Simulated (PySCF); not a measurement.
**Badger's rule along the second period: bonds to Ge**

CCSD(T) in PySCF with def2-TZVPP on every atom, for the lowest determinant that a PBE0 search found; no spin–orbit coupling. Badger's rule says that Re = d + c·k^(−1/3) for bonds between atoms of fixed rows.

| molecule | state (unpaired electrons) | Re (Å) | k (mdyn/Å) |
| --- | --- | --- | --- |
| GeO | singlet (closed shell) | 1.636 | 7.45 |
| GeF | doublet (π ↑) | 1.753 | ? |
| GeC | triplet (σ ↑, π ↑) | 1.814 | ? |
| GeB | quartet (σ ↑, π ↑↑) | 1.993 | 2.28 |

Task: Fix c and d from GeO and GeB.

Result: c = (1.993 − 1.636)/(2.28^(−1/3) − 7.45^(−1/3)) = 1.441, d = 1.636 − c·7.45^(−1/3) = 0.898 Å.

Task: Predict k of the others and set the computed values beside them.

Result: 

```json
{"molecule": "GeF", "k by the rule": "4.79", "k computed": "4.08", "difference (%)": "17"}
{"molecule": "GeC", "k by the rule": "3.90", "k computed": "3.94", "difference (%)": "-1"}
```

The rule misses by 9 % on average, well for two fitted constants.

Correlated steps freeze 10 core orbitals. UHF and ROHF references stand side by side, which adds small steps between rows. The CCSD T1 diagnostic is raised in GeC, GeO, a sign that a single reference may not be enough there. States were picked by a PBE0 search and need not be the measured ground states.
